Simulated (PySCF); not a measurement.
# Fractional electron number in As⁻ (arsenic, charge -1)

The 4p beta orbital of [Ar] 3d10 4s2 4p4 is emptied in steps (occupation f), with all orbitals relaxed, ending at [Ar] 3d10 4s2 4p3. Calculation: PySCF 2.14, in aug-cc-pVTZ-PP with ECP10MDF (6s5p4d2f, 55 functions); scalar relativity through the core potential. The exact energy is a straight line in f; departures are measured from the line between the end points of the same method.

| f | LDA (eV) | PBE (eV) | PBE0 (eV) | r2SCAN (eV) | LC-wPBE (eV) | BHandHLYP (eV) | BLYP (eV) | M06-2X (eV) |
| --- | --- | --- | --- | --- | --- | --- | --- | --- |
| 1 | 0.000 | 0.000 | 0.000 | 0.000 | 0.000 | 0.000 | 0.000 | 0.000 |
| 0.75 | -0.517 | -0.491 | -0.334 | -0.454 | 0.082 | -0.204 | -0.513 | -0.187 |
| 0.5 | -0.711 | -0.671 | -0.453 | -0.604 | 0.103 | -0.284 | -0.705 | -0.249 |
| 0.25 | -0.547 | -0.512 | -0.343 | -0.440 | 0.074 | -0.222 | -0.543 | -0.195 |
| 0 | 0.000 | 0.000 | 0.000 | 0.000 | 0.000 | 0.000 | 0.000 | 0.000 |

For BHandHLYP, how does the orbital energy at f = 1 compare with the removal energy?

−ε = -0.302 eV against a total-energy difference of 0.722 eV. By Janak's theorem ε = ∂E/∂f, so the gap between them reflects the curvature. Along the path −ε is 0.139 (f = 0.75), 0.673 (f = 0.5), 1.279 (f = 0.25) eV.

| method | E(f=0) − E(f=1) (eV) | −ε at f=1 (eV) | −ε at f=0.5 (eV) |
| --- | --- | --- | --- |
| LDA | 1.047 | -1.619 | 0.968 |
| PBE | 0.834 | -1.711 | 0.779 |
| PBE0 | 0.743 | -0.995 | 0.718 |
| r2SCAN | 0.789 | -1.598 | 0.819 |
| LC-wPBE | 0.697 | 1.178 | 0.677 |
| BHandHLYP | 0.722 | -0.302 | 0.673 |
| BLYP | 0.895 | -1.749 | 0.814 |
| M06-2X | 0.727 | -0.254 | 0.738 |

At f = 1 the orbital energy is positive for LDA, PBE, PBE0, r2SCAN, BHandHLYP, BLYP, M06-2X: only the finite basis holds the electron.

Reference removal energy between the ground levels: 0.804 eV (measured; photodetachment measurements, as compiled on the Wikipedia data page of electron affinities). The calculation has no spin-orbit coupling.
